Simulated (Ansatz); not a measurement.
Ansatz (a quantum-chemistry and plane-wave program) input for SiCl₂FI, SMILES [Si](Cl)(F)(Cl)I, PBE0-D3(BJ)/def2-SVP. 

Ansatz 0.2 input:
```yaml
crystal:
  periodic: [false, false, false]
  atoms:
    - {symbol: F, position_ang: [-1.07353032, 1.82120221, 0.00000001]}
    - {symbol: Si, position_ang: [-0.89659998, 0.23149783, 0.00000000]}
    - {symbol: Cl, position_ang: [-1.72230911, -0.45681558, 1.67291917]}
    - {symbol: Cl, position_ang: [-1.72230913, -0.45681558, -1.67291916]}
    - {symbol: I, position_ang: [1.52401288, -0.07735962, -0.00000000]}
basis:
  gaussian:
    orbitals: def2-SVP
hamiltonian:
  xc: pbe0
  dispersion: d3bj
relax: {f_tol: 0.002, max_steps: 200}
```

It prints:

```
WARN ansatz: RAYON_NUM_THREADS=1 ignored (pool sized by the plan → 1); use --threads N
Functional definition: PBE0
integrals: 0.04 GiB planned
1030 factors; integrals over basis functions are off by at most 4.6e-4 eV
mean field: 0.49 GiB planned
mean field evaluation 1: about -43718.1794 eV, gradient 3.0e1 eV
mean field evaluation 2: about -43716.0500 eV, gradient 4.8e1 eV
mean field evaluation 4: about -43719.7510 eV, gradient 8.5e-1 eV
mean field evaluation 8: about -43719.7630 eV, gradient 1.0e-2 eV
mean field -43719.76301347 eV, -1606.6716564252 hartree, gradient 1.0e-5 eV, S^2 0.000000; 0 other end points of the search recorded, 0 dependent functions left out
the calculation of the forces begins
reference -43719.76303391 eV, -1606.6716571764 hartree; 41, 41 occupied and 53, 53 virtual orbitals, 1030 factors
relax step   1: F+E_penalty+E_count = -43719.95984367 eV  Δ(F+E_penalty+E_count) = +0.000e0 eV  max|allowed force component| = 1.477e0 eV/Å  Δτ_max = 0.0000 Å  (28 SCF iters, accepted)
these checks for a lower state are left out or cut short: starts, cluster_reference, orbital_swaps, neighbouring_geometries, increment
integrals: 0.04 GiB planned
1030 factors; integrals over basis functions are off by at most 3.9e-4 eV
mean field: 0.49 GiB planned
mean field evaluation 16: about -43719.4261 eV, gradient 1.2e1 eV
mean field -43719.77921340 eV, -1606.6722517617 hartree, gradient 2.7e-5 eV, S^2 0.000000; 0 other end points of the search recorded, 0 dependent functions left out
the calculation of the forces begins
reference -43719.77923374 eV, -1606.6722525091 hartree; 41, 41 occupied and 53, 53 virtual orbitals, 1030 factors
relax step   2: F+E_penalty+E_count = -43719.97564531 eV  Δ(F+E_penalty+E_count) = -1.580e-2 eV  max|allowed force component| = 6.178e-1 eV/Å  Δτ_max = 0.1634 Å  (30 SCF iters, accepted)
these checks for a lower state are left out or cut short: starts, cluster_reference, orbital_swaps, neighbouring_geometries, increment
integrals: 0.04 GiB planned
1030 factors; integrals over basis functions are off by at most 4.4e-4 eV
mean field: 0.49 GiB planned
mean field -43719.84004694 eV, -1606.6744873532 hartree, gradient 1.2e-5 eV, S^2 0.000000; 0 other end points of the search recorded, 0 dependent functions left out
the calculation of the forces begins
reference -43719.84006740 eV, -1606.6744881048 hartree; 41, 41 occupied and 53, 53 virtual orbitals, 1030 factors
relax step   3: F+E_penalty+E_count = -43720.03642748 eV  Δ(F+E_penalty+E_count) = -6.078e-2 eV  max|allowed force component| = 3.121e-1 eV/Å  Δτ_max = 0.1017 Å  (30 SCF iters, accepted)
these checks for a lower state are left out or cut short: starts, cluster_reference, orbital_swaps, neighbouring_geometries, increment
integrals: 0.04 GiB planned
1030 factors; integrals over basis functions are off by at most 4.4e-4 eV
mean field: 0.49 GiB planned
mean field evaluation 32: about -43719.8305 eV, gradient 5.0e-1 eV
mean field -43719.84139700 eV, -1606.6745369670 hartree, gradient 1.1e-5 eV, S^2 0.000000; 0 other end points of the search recorded, 0 dependent functions left out
the calculation of the forces begins
reference -43719.84141746 eV, -1606.6745377189 hartree; 41, 41 occupied and 53, 53 virtual orbitals, 1030 factors
relax step   4: F+E_penalty+E_count = -43720.03772485 eV  Δ(F+E_penalty+E_count) = -1.297e-3 eV  max|allowed force component| = 2.508e-1 eV/Å  Δτ_max = 0.0099 Å  (25 SCF iters, accepted)
these checks for a lower state are left out or cut short: starts, cluster_reference, orbital_swaps, neighbouring_geometries, increment
integrals: 0.04 GiB planned
1030 factors; integrals over basis functions are off by at most 4.4e-4 eV
mean field: 0.49 GiB planned
mean field -43719.84207621 eV, -1606.6745619276 hartree, gradient 2.6e-5 eV, S^2 0.000000; 0 other end points of the search recorded, 0 dependent functions left out
the calculation of the forces begins
reference -43719.84209670 eV, -1606.6745626803 hartree; 41, 41 occupied and 53, 53 virtual orbitals, 1030 factors
relax step   5: F+E_penalty+E_count = -43720.03846036 eV  Δ(F+E_penalty+E_count) = -7.355e-4 eV  max|allowed force component| = 1.327e-1 eV/Å  Δτ_max = 0.0093 Å  (31 SCF iters, accepted)
these checks for a lower state are left out or cut short: starts, cluster_reference, orbital_swaps, neighbouring_geometries, increment
integrals: 0.04 GiB planned
1030 factors; integrals over basis functions are off by at most 4.4e-4 eV
mean field: 0.49 GiB planned
mean field -43719.84240334 eV, -1606.6745739492 hartree, gradient 1.1e-5 eV, S^2 0.000000; 0 other end points of the search recorded, 0 dependent functions left out
the calculation of the forces begins
reference -43719.84242382 eV, -1606.6745747017 hartree; 41, 41 occupied and 53, 53 virtual orbitals, 1030 factors
relax step   6: F+E_penalty+E_count = -43720.03875172 eV  Δ(F+E_penalty+E_count) = -2.914e-4 eV  max|allowed force component| = 1.577e-3 eV/Å  Δτ_max = 0.0040 Å  (25 SCF iters, accepted)
integrals: 0.04 GiB planned
1030 factors; integrals over basis functions are off by at most 4.4e-4 eV
mean field: 0.49 GiB planned
mean field evaluation 64: about -43719.8424 eV, gradient 2.8e-3 eV
mean field -43719.84240334 eV, -1606.6745739492 hartree, gradient 1.1e-5 eV, S^2 0.000000; 1 other end points of the search recorded, 0 dependent functions left out
the calculation of the forces begins
reference -43719.84242382 eV, -1606.6745747017 hartree; 41, 41 occupied and 53, 53 virtual orbitals, 1030 factors
Total energy: -43720.03877220 eV, -1606.6817903716 hartree
Atom 0 at    -1.105664     1.868256     0.000000 Å, force     0.000580    -0.001577    -0.000000 eV/Å
Atom 1 at    -0.850767     0.282042     0.000000 Å, force    -0.000742     0.000083    -0.000000 eV/Å
Atom 2 at    -1.728452    -0.488587     1.664517 Å, force     0.000089     0.000486     0.000151 eV/Å
Atom 3 at    -1.728452    -0.488587    -1.664517 Å, force     0.000089     0.000486    -0.000151 eV/Å
Atom 4 at     1.522599    -0.111416    -0.000000 Å, force    -0.000016     0.000522     0.000000 eV/Å
Dipole moment:     0.122775    -0.135033     0.000000 e Å
```

The calculation finished and met its thresholds.

Cost: around 28 core-seconds (rough).
